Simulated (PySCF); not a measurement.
Equivalent nuclei averaged, relativity neglected, no solvent, one computed conformer. GFN2-xTB structure; PBE0/pcSseg-1 with gauge-including orbitals; PySCF.

Scale: ¹H (σref 31.72) and ¹³C (σref 186.93) against TMS (reference shieldings calculated alike). Shifts are as computed. Against solution values, carbons near 30 ppm lie about +3 ppm off and those near 130 ppm about +5 ppm; carbons on Cl a further +6 ppm. Of 1211 compounds with measured shifts, 218 miss one by over three times the rms of a fit or turn the order of signals round; such compounds aren't used in these exercises. Carbons bonded to Cl come out too deshielded.

Task: Order these molecules by the shift of their most deshielded carbon-bound hydrogen, lowest δ first.
A. CC(C)OC(=O)[SiH2]O[SiH3]
B. C/C(C#N)=C/F
C. C#CCN1CCC=N1
D. C#CCC(=O)[SiH2]CCl

Result: D (3.29 ppm, hydrogen on an sp3 CH2 α to a carbonyl), A (5.54 ppm, hydrogen on an sp3 CH bonded to O), C (6.21 ppm, hydrogen on a C=N carbon), B (7.15 ppm, hydrogen on an alkene CH).

Task: Order these molecules by the shift of their most shielded carbon-bound hydrogen, lowest δ first.
A. CC(C)OC(=O)[SiH2]O[SiH3]
B. C#CCC(=O)[SiH2]CCl
C. C[SiH2]c1ccc(CF)o1
D. C#CCN1CCC=N1

Result: C (0.31 ppm, hydrogen on a methyl carbon bonded to Si), A (1.30 ppm, hydrogen on a methyl carbon), D (1.60 ppm, hydrogen on a terminal alkyne carbon), B (1.93 ppm, hydrogen on a terminal alkyne carbon).

Task: How many ¹³C and ¹H signals does each give (equivalence by symmetry and fast rotation, but not about amide C–N or C=N bonds)? `C[SiH2]c1ccc(CF)o1`, `C#CCC(=O)[SiH2]CCl`, `C#CCN1CCC=N1`, `C/C(C#N)=C/F`, `CC(C)OC(=O)[SiH2]O[SiH3]`

Result: C[SiH2]c1ccc(CF)o1: 6 C, 5 H; C#CCC(=O)[SiH2]CCl: 5 C, 4 H; C#CCN1CCC=N1: 6 C, 5 H; C/C(C#N)=C/F: 4 C, 2 H; CC(C)OC(=O)[SiH2]O[SiH3]: 3 C, 4 H.
